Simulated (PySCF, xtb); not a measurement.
CH7GeNOSi, SMILES [OH][Ge@@H]1[CH2]N[SiH2]1.

xtb 6.7.1 with GFN2-xTB at its own geometry gives an orbital gap of 3.83 eV and a dipole moment of 2.25 D.

Geometry optimised at PBE0-D3(BJ)/def2-SVP. The structure was generated by enumeration; whether it is a known compound was not checked. The values are those of a single conformer.

### Question
What does CAM-B3LYP/def2-TZVP run with PySCF give? (Estimate from the structure and the level; the computed values follow.)

### Answer
gap 8.93 eV (levels -8.15 and 0.78 eV), dipole 0.97 D.
